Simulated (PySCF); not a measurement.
## Relaxation of singlet PI₃

Level of theory: PySCF, PBE0, basis P def2-TZVP, I def2-TZVP with ECP28 (scalar-relativistic core potentials, no spin–orbit coupling, density fitting). A (50,194) grid was used.

A start displaced from a saddle point along its imaginary mode, of Cs symmetry, held to at least that symmetry:

```xyz
4
charge 0 multiplicity 1, angstrom
P     0.0000   -0.1200   -0.4984
I     0.0000    0.0041    1.8968
I     2.5844    0.0126   -0.8876
I    -2.5844    0.0126   -0.8876
```

Optimiser trace:
```json
{"step": "0", "E − E(last) (kJ/mol)": "160.66", "largest gradient (Eh/bohr)": "0.01555"}
{"step": "1", "E − E(last) (kJ/mol)": "129.27", "largest gradient (Eh/bohr)": "0.01913"}
{"step": "2", "E − E(last) (kJ/mol)": "100.19", "largest gradient (Eh/bohr)": "0.02617"}
{"step": "3", "E − E(last) (kJ/mol)": "57.58", "largest gradient (Eh/bohr)": "0.02449"}
{"step": "4", "E − E(last) (kJ/mol)": "15.16", "largest gradient (Eh/bohr)": "0.01284"}
{"step": "5", "E − E(last) (kJ/mol)": "1.84", "largest gradient (Eh/bohr)": "0.00978"}
{"step": "6", "E − E(last) (kJ/mol)": "0.66", "largest gradient (Eh/bohr)": "0.00455"}
{"step": "7", "E − E(last) (kJ/mol)": "0.10", "largest gradient (Eh/bohr)": "0.00237"}
{"step": "8", "E − E(last) (kJ/mol)": "0.02", "largest gradient (Eh/bohr)": "0.00096"}
{"step": "9", "E − E(last) (kJ/mol)": "0.00", "largest gradient (Eh/bohr)": "0.00014"}
{"step": "10", "E − E(last) (kJ/mol)": "0.00", "largest gradient (Eh/bohr)": "0.00001"}
```

It ends at C3v with P–I 2.448 Å (×3); I–P–I 102.6° (×3) (after a last refinement on a finer grid). A frequency run shows a minimum.

The relaxation took 71 s on 4 threads of a shared Arm Neoverse V1 host, with 187 basis functions and 11 gradients; the process peaked at 1.7 GiB. Launch command: `OMP_NUM_THREADS=4 python axn.py task.json out`.
